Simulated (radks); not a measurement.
The numbers below are computed, except where a source is named.
All-electron atom: Er10+ in [Kr] 4d10 4f7 5s2 5p3 (not the ground configuration). Code: a radial shooting solver on a logarithmic mesh with Libxc functionals. Model: scalar-relativistic Kohn-Sham, LDA (Slater exchange, Perdew-Wang correlation), spin-polarised, spherical densities, finite nucleus; open shells are filled with parallel spins first (spin-orbit coupling, left out, can overturn this in heavy ions); Fermi nuclear charge, rms radius 5.2516 fm.

Radial electron density D(r) = 4 pi r^2 rho(r):

```
   r/bohr * D(r) (the largest magnitude, 123, reaches the edge; | marks zero)
 0.002842 |          *
 0.003256 |             *
 0.003731 |               *
 0.004274 |                  *
 0.004897 |                     *
  0.00561 |                        *
 0.006428 |                            *
 0.007364 |                               *
 0.008437 |                                  *
 0.009666 |                                     *
  0.01107 |                                       *
  0.01269 |                                        *
  0.01454 |                                        *
  0.01665 |                                       *
  0.01893 |                                      *
  0.02169 |                                     *
  0.02484 |                                    *
  0.02846 |                                    *
  0.03261 |                                     *
  0.03736 |                                        *
   0.0428 |                                             *
  0.04904 |                                                  *
  0.05618 |                                                     *
  0.06437 |                                                      *
  0.07375 |                                                    *
  0.08449 |                                                *
   0.0968 |                                           *
   0.1109 |                                         *
   0.1271 |                                          *
   0.1456 |                                             *
   0.1654 |                                                *
   0.1895 |                                               *
   0.2172 |                                          *
   0.2488 |                                 *
    0.285 |                         *
   0.3266 |                     *
   0.3741 |                      *
   0.4286 |                        *
   0.4911 |                         *
   0.5626 |                      *
   0.6446 |                 *
   0.7385 |           *
   0.8461 |       *
   0.9694 |     *
    1.111 |   *
    1.272 |  *
    1.446 | *
    1.657 |*
    1.898 *
    2.175 *
    2.491 *
    2.854 *
     3.27 *
```

D(r) has 4 maxima, at r = 0.0140, 0.0628, 0.174, 0.468 bohr, and minima at 0.0267, 0.115, 0.337 bohr, inside which lie 1.92, 11.16, 29.49 electrons.
